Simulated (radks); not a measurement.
Neutral samarium, configuration [Xe] 4f6 6s2. Calculated with a radial shooting solver on a logarithmic mesh with Libxc functionals: scalar-relativistic Kohn-Sham, TASK exchange with Perdew-Wang LDA correlation, spin-polarised, spherical densities, finite nucleus; open shells are filled with parallel spins first (spin-orbit coupling, left out, can overturn this in heavy ions); meta-GGA in the generalised Kohn-Sham scheme; Fermi nuclear charge, rms radius 5.0819 fm.

Normalised radial functions P(r) = r R(r), r in bohr:

```
   r/bohr * 5p up, o 4f up, + 6s up (the largest magnitude, 1.02, reaches the edge; | marks zero, & curves that meet)
 0.002419                             &+
 0.003879                             &+
 0.006169                             o&
  0.00989                             o&
  0.01586                             o+*
  0.02522                             &   *
  0.04043                            +o     *
  0.06481                           + o    *
   0.1031                            *+ o
   0.1653                     *       | +   o
   0.2649                          *  |+            o
   0.4214                         +   |          *            o
   0.6756                             +   *                      o
    1.083          *                  |     +             o
    1.723       *                     +          o
    2.762                  +  *       |   o
    4.427               +            *|o
    7.041                       +     &
    11.29                            +&
```

5p up: eigenvalue -26.425 eV, 3 radial nodes at r = 0.0984, 0.290, 0.736 bohr, <r> = 1.63 bohr, 90 % of the charge inside 2.38 bohr. 4f up: eigenvalue -4.178 eV, 0 radial nodes, <r> = 0.966 bohr, 90 % of the charge inside 1.67 bohr. 6s up: eigenvalue -3.869 eV, 5 radial nodes at r = 0.0278, 0.110, 0.287, 0.669, 1.69 bohr, <r> = 4.51 bohr, 90 % of the charge inside 6.60 bohr.
